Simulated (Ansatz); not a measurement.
The same path of AlBFH3S (7 atoms, charge 0, multiplicity 1) was run 3 times with different band settings. The coordinate that changes most is the dihedral F3–Al2–S4–H7.

Theory: RKS CAM-B3LYP-D4/def2-SVP (Ansatz 0.2.0).

Relaxed end points:

```xyz
7
Properties=species:S:1:pos:R:3
B -0.865 1.331 0.519
Al 0.091 -0.487 0.053
F -0.272 -1.882 0.891
S 1.591 -0.711 -1.509
H -0.432 2.092 1.350
H -1.879 1.686 -0.031
H 1.766 -2.029 -1.273
```

```xyz
7
Properties=species:S:1:pos:R:3
B -0.746 1.124 0.454
Al 0.020 -0.827 0.236
F -0.531 -2.057 1.212
S 1.535 -1.457 -1.196
H -0.252 1.929 1.205
H -1.701 1.516 -0.172
H 1.675 -0.228 -1.738
```

Common settings: spring 5.0 eV/Å²; optimiser quadratic models (default); start path IDPP; iteration limit 60; end points relaxed.

| run | movable images | climbing image | force threshold |
| --- | --- | --- | --- |
| 1 | 7 | yes | 0.03 eV/Å |
| 2 | 4 | no | 0.03 eV/Å |
| 3 | 7 | yes | 0.2 eV/Å |

**Question.** What does each run give, and how far can it be trusted?

**Answer.** Run 1: converged after 11 iterations, highest image 0.191 eV above the first end. A vibrational analysis at the climbing image gives one clearly imaginary mode, 235i cm⁻¹: a first-order saddle point.
Run 2: converged after 12 iterations, highest image 0.174 eV above the first end. No image climbed, so the highest image needn't sit at the top of the path.
Run 3: converged after 4 iterations, highest image 0.204 eV above the first end. The threshold of 0.2 eV/Å is loose, so the images may lie well off the minimum-energy path. The order of the stationary point at the top wasn't checked.
